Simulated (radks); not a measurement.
Values are calculated unless marked as measured or tabulated.
The ruthenium ion Ru36+, 8 electrons, occupied as [He] 2s2 2p4. Code: a radial shooting solver on a logarithmic mesh with Libxc functionals. Model: scalar-relativistic Kohn-Sham, LDA (Slater exchange, Perdew-Wang correlation), spin-unpolarised, spherical densities, point nucleus.

Unscreened Slater integrals over Kohn-Sham orbitals (hartree). Empty in this configuration: 3s.

F0(2p,2p): 7.4911
F2(2p,2p): 3.5758
F0(2p,2s): 6.8345
G1(2p,2s): 3.8542
F0(2p,1s): 10.148
G1(2p,1s): 1.9444
F0(2p,3s): 3.5290
G1(2p,3s): 0.37671
F0(2s,2s): 6.4235
F0(2s,1s): 9.0225
G0(2s,1s): 0.90037
F0(2s,3s): 3.4448
G0(2s,3s): 0.29939
F0(1s,1s): 28.210
F0(1s,3s): 4.0544
G0(1s,3s): 0.21704
F0(3s,3s): 2.6985

Derived for the open shells (J is the average intra-shell exchange parameter used in DFT+U). 2p: J = F2/5 = 0.7152 hartree.
